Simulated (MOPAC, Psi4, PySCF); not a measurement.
Two rigid molecules brought together: CH4 ··· C3H6 (SMILES C and C1CC1). Monomers: optimised at B3LYP-D3(BJ) (def2-TZVP), held rigid. Orientation: lowest of the rigid-body minima from ten starts at GFN2-xTB. The monomers approach along the line of their centres of mass (distance R); nothing else relaxes.

Geometry at R = 3.96 Å (first 5 atoms: monomer A):
```
14

C      0.0000     0.0000     0.0000
H     -0.5927     0.2291     0.8845
H     -0.4518    -0.8352    -0.5334
H      0.0320     0.8722    -0.6515
H      1.0125    -0.2661     0.3004
C      2.9688    -1.7629    -2.1518
C      2.3310    -0.8403    -3.1530
C      3.3995    -0.3246    -2.2296
H      2.3806    -2.0723    -1.2985
H      3.6503    -2.5184    -2.5186
H      1.3113    -0.5254    -2.9770
H      2.5811    -0.9716    -4.1970
H      3.1027     0.3391    -1.4288
H      4.3725    -0.1070    -2.6488
```

- HF/aug-cc-pVDZ, counterpoise-corrected (Psi4)
- RHF/6-31G* = restricted Hartree-Fock/6-31G*, spherical d, no counterpoise correction (PySCF 2.14.0)
- SCS-MP2/aug-cc-pVDZ = DF-SCS-MP2/aug-cc-pVDZ, frozen core, counterpoise-corrected (Psi4)
- PBE-D3(BJ)/def2-TZVP, counterpoise-corrected (Psi4)
- AM1, restricted, heats of formation (MOPAC)

Interaction energies in kJ/mol (negative: bound); R is the distance of the centres of mass, d the H5···H9 distance.

| R / Å | d / Å | HF/aug-cc-pVDZ | RHF/6-31G* | SCS-MP2/aug-cc-pVDZ | PBE-D3(BJ)/def2-TZVP | AM1 |
|---|---|---|---|---|---|---|
| 3.36 | 2.26 | 12.28 | 11.24 | 2.62 | -1.83 | 0.56 |
| 3.55 | 2.42 | 6.36 | 5.54 | -0.89 | -4.52 | -0.20 |
| 3.73 | 2.57 | 3.34 | 2.67 | -2.20 | -5.33 | -0.10 |
| 3.96 | 2.77 | 1.40 | 0.85 | -2.54 | -5.17 | 0.20 |
| 4.14 | 2.93 | 0.67 | 0.18 | -2.35 | -4.63 | 0.32 |
| 4.37 | 3.14 | 0.23 | -0.18 | -1.95 | -3.77 | 0.33 |
| 4.65 | 3.40 | 0.03 | -0.28 | -1.46 | -2.77 | 0.22 |
| 4.96 | 3.69 | -0.04 | -0.22 | -1.03 | -1.89 | 0.10 |
| 5.43 | 4.13 | -0.04 | -0.10 | -0.60 | -1.04 | 0.02 |
| 6.19 | 4.86 | -0.02 | -0.03 | -0.27 | -0.41 | -0.01 |
| 7.19 | 5.83 | -0.01 | -0.01 | -0.10 | -0.15 | -0.01 |
| 8.46 | 7.08 | 0.00 | 0.00 | -0.04 | -0.05 | 0.00 |

Lowest grid point: HF/aug-cc-pVDZ -0.04 kJ/mol at R = 5.43 Å; RHF/6-31G* -0.28 kJ/mol at R = 4.65 Å; SCS-MP2/aug-cc-pVDZ -2.54 kJ/mol at R = 3.96 Å; PBE-D3(BJ)/def2-TZVP -5.33 kJ/mol at R = 3.73 Å; AM1 -0.20 kJ/mol at R = 3.55 Å.
